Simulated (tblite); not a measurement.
C9H21P.
SMILES with atom numbers: `[CH3:1][CH2:2][CH2:3][P:4]([CH2:5][CH2:6][CH3:7])[CH2:8][CH2:9][CH3:10]` (hydrogens: H11, H12, H13 on C1; H14, H15 on C2; H16, H17 on C3; H18, H19 on C5; H20, H21 on C6; H22, H23, H24 on C7; H25, H26 on C8; H27, H28 on C9; H29, H30, H31 on C10)

Computed with GFN2-xTB (tblite), gas phase: L-BFGS steps from a force-field or distance-geometry start until the largest atomic force falls under 0.01 eV/Å.

Step 5: E = -884.4144 eV
```
atom  x, y, z in Å  |  force x, y, z in eV/Å
C1     -2.1973   -3.3827   -0.7354   -0.022   0.026   0.011
C2     -1.0187   -2.4837   -1.0831    0.074   0.020   0.006
C3     -1.1904   -1.0805   -0.5097    0.009   0.046   0.018
P4      0.2045    0.0610   -1.0126   -0.019   0.032   0.078
C5      1.5054   -0.5296    0.1965   -0.077   0.004  -0.032
C6      2.8076    0.2552    0.0660   -0.081   0.015  -0.019
C7      3.8817   -0.2903    0.9966    0.000   0.010   0.001
C8     -0.3485    1.6025   -0.1025    0.006  -0.077   0.004
C9     -1.4723    2.3288   -0.8360    0.028  -0.064  -0.023
C10    -1.8566    3.6220   -0.1311    0.012  -0.006   0.011
H11    -3.1204   -2.9743   -1.1413   -0.009  -0.007  -0.005
H12    -2.3066   -3.4652    0.3439   -0.005  -0.016   0.017
H13    -2.0513   -4.3791   -1.1447   -0.008  -0.014  -0.001
H14    -0.0996   -2.9306   -0.6986    0.006  -0.006   0.028
H15    -0.9160   -2.4172   -2.1674   -0.007   0.024  -0.047
H16    -1.2808   -1.1204    0.5811    0.057   0.020  -0.008
H17    -2.1149   -0.6496   -0.9063    0.034   0.014   0.002
H18     1.1248   -0.4787    1.2223   -0.020   0.042  -0.029
H19     1.7012   -1.5807   -0.0358   -0.013   0.018  -0.012
H20     2.6294    1.3066    0.3003   -0.002   0.011   0.012
H21     3.1547    0.2060   -0.9684   -0.007  -0.019  -0.007
H22     4.1016   -1.3285    0.7603    0.003  -0.027   0.001
H23     4.7974    0.2861    0.8980    0.042   0.010   0.010
H24     3.5498   -0.2354    2.0311    0.008  -0.009   0.023
H25    -0.6569    1.3553    0.9198    0.010  -0.048  -0.052
H26     0.5179    2.2675   -0.0400    0.004  -0.038  -0.013
H27    -1.1527    2.5514   -1.8558    0.038  -0.011  -0.024
H28    -2.3482    1.6811   -0.9043   -0.023  -0.011   0.016
H29    -1.0043    4.2954   -0.0781    0.007   0.022  -0.008
H30    -2.1922    3.4166    0.8821   -0.023   0.002   0.047
H31    -2.6603    4.1207   -0.6657   -0.021   0.038  -0.006
```

Step 6: E = -884.4159 eV
```
atom  x, y, z in Å  |  force x, y, z in eV/Å
C1     -2.1973   -3.3831   -0.7354   -0.021   0.028   0.014
C2     -1.0183   -2.4834   -1.0825    0.057   0.020   0.004
C3     -1.1886   -1.0801   -0.5099   -0.010   0.039   0.030
P4      0.2046    0.0615   -1.0128   -0.014   0.017   0.038
C5      1.5041   -0.5282    0.1961   -0.068   0.004  -0.029
C6      2.8060    0.2553    0.0663   -0.040   0.014  -0.007
C7      3.8817   -0.2903    0.9969    0.004   0.007   0.003
C8     -0.3487    1.6001   -0.1029   -0.007  -0.049   0.000
C9     -1.4718    2.3275   -0.8355    0.004  -0.032  -0.026
C10    -1.8570    3.6226   -0.1316    0.014  -0.015   0.018
H11    -3.1207   -2.9738   -1.1412    0.004  -0.015  -0.001
H12    -2.3065   -3.4646    0.3444   -0.005  -0.023  -0.002
H13    -2.0516   -4.3803   -1.1454   -0.010   0.017   0.014
H14    -0.0997   -2.9293   -0.6969    0.015  -0.019   0.021
H15    -0.9167   -2.4141   -2.1662    0.003   0.006  -0.062
H16    -1.2770   -1.1202    0.5810    0.045   0.026  -0.005
H17    -2.1125   -0.6487   -0.9072    0.027   0.013   0.012
H18     1.1238   -0.4752    1.2211   -0.030   0.025  -0.010
H19     1.7001   -1.5782   -0.0382   -0.015  -0.006   0.001
H20     2.6270    1.3064    0.3009    0.010   0.016   0.006
H21     3.1519    0.2037   -0.9682    0.004  -0.004  -0.010
H22     4.1022   -1.3292    0.7598   -0.009   0.002   0.011
H23     4.7989    0.2858    0.8984    0.005  -0.002   0.009
H24     3.5501   -0.2354    2.0325    0.018  -0.013  -0.009
H25    -0.6580    1.3520    0.9180    0.013  -0.048  -0.020
H26     0.5178    2.2643   -0.0424    0.019  -0.023   0.005
H27    -1.1495    2.5491   -1.8546    0.022  -0.007  -0.030
H28    -2.3478    1.6798   -0.9032   -0.022  -0.003   0.008
H29    -1.0036    4.2959   -0.0776   -0.017   0.007  -0.015
H30    -2.1926    3.4169    0.8823   -0.017   0.006   0.029
H31    -2.6623    4.1227   -0.6649    0.019   0.010   0.004
```

**Question.** Estimate the geometry and energy of step 7. (The exact step hangs on the optimiser's Hessian estimate; all steps are aligned on step 6, rigid shifts and turns removed.)

**Answer.** E = -884.4167 eV, largest force 0.047 eV/Å
```
atom  x, y, z in Å  |  force x, y, z in eV/Å
C1     -2.1974   -3.3828   -0.7353   -0.002   0.025   0.009
C2     -1.0172   -2.4827   -1.0822    0.024   0.014  -0.004
C3     -1.1875   -1.0792   -0.5096   -0.006   0.016   0.021
P4      0.2043    0.0621   -1.0122   -0.009  -0.001  -0.015
C5      1.5021   -0.5274    0.1954   -0.032   0.004  -0.012
C6      2.8043    0.2555    0.0663   -0.003   0.007   0.003
C7      3.8816   -0.2901    0.9970   -0.003   0.004  -0.002
C8     -0.3487    1.5980   -0.1031   -0.013  -0.010  -0.003
C9     -1.4713    2.3262   -0.8356   -0.012  -0.001  -0.017
C10    -1.8570    3.6226   -0.1316    0.010  -0.020   0.015
H11    -3.1209   -2.9738   -1.1413    0.009  -0.012   0.001
H12    -2.3066   -3.4647    0.3448   -0.004  -0.020  -0.011
H13    -2.0520   -4.3805   -1.1455   -0.009   0.035   0.020
H14    -0.0993   -2.9290   -0.6955    0.015  -0.019   0.010
H15    -0.9170   -2.4123   -2.1666    0.010  -0.003  -0.041
H16    -1.2740   -1.1196    0.5809    0.034   0.028   0.008
H17    -2.1108   -0.6479   -0.9075    0.014   0.015   0.016
H18     1.1226   -0.4727    1.2202   -0.037   0.014   0.001
H19     1.6991   -1.5768   -0.0395   -0.020  -0.015   0.008
H20     2.6259    1.3066    0.3014    0.013   0.014   0.000
H21     3.1504    0.2023   -0.9683    0.004   0.006  -0.005
H22     4.1023   -1.3295    0.7598   -0.015   0.019   0.013
H23     4.7999    0.2856    0.8988   -0.020  -0.009   0.006
H24     3.5505   -0.2357    2.0332    0.020  -0.012  -0.023
H25    -0.6583    1.3492    0.9166    0.010  -0.046   0.006
H26     0.5179    2.2620   -0.0436    0.020  -0.018   0.015
H27    -1.1474    2.5477   -1.8545    0.009  -0.009  -0.022
H28    -2.3480    1.6790   -0.9024   -0.015   0.003   0.000
H29    -1.0034    4.2963   -0.0776   -0.027  -0.005  -0.015
H30    -2.1931    3.4172    0.8830   -0.007   0.007   0.008
H31    -2.6630    4.1241   -0.6644    0.042  -0.012   0.012
```

The energy changes by -0.0008 eV. The first-order estimate −F·Δx gives -0.0012 eV and the mean of the old and new forces, exact on a quadratic surface, -0.0009 eV. The step makes an angle of 50° with the force vector and moves no atom by more than 0.003 Å.

Run on an Arm Neoverse V1 with one thread, no GPU, shared host.
